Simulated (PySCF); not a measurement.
Bonds: Au1-Cl2 2.325 Å, Au1-Cl3 2.296 Å, Au1-Cl4 2.308 Å, Au1-P5 2.310 Å. P5 carries H6, H7, H8.

- shieldings: GIAO KT2/pcSseg-1 (def2-TZVP on Au)
- geometry: PBE0-D3(BJ)/def2-SVP
- run in PySCF
- scalar relativity only through the core potential, single conformer, no solvent model, averaged over atoms made equivalent by symmetry, fast rotation or ring inversion

Shifts are taken against calculated references (same method and geometry level): ¹H against TMS; ³⁵Cl vs HCl; ³¹P vs H3PO4.

| atoms | nucleus | count | δ (ppm) |
| --- | --- | --- | --- |
| Cl2/Cl4 | ³⁵Cl | 2 | ? |
| Cl3 | ³⁵Cl | 1 | 559 |
| H6/H7/H8 | ¹H | 3 | 4.81 |
| P5 | ³¹P | 1 | ? |

Task: Estimate the values marked ?.

Result: 
- Cl2/Cl4: 277 ppm, chlorine bonded to Au
- P5: -146.1 ppm, phosphorus bonded to Au, 3 H

Au is described by an effective core potential, so it has no shielding of its own here; spin–orbit effects on the atoms bonded to it, which can be large, are absent, and the values of these neighbours are rough. The averaged Cl atoms aren't alike in the static structure (σ from 632 to 701 ppm); the average presumes fast exchange among these sites. Experimental scales use liquid or dissolved standards, which lie at an offset from isolated H3PO4.
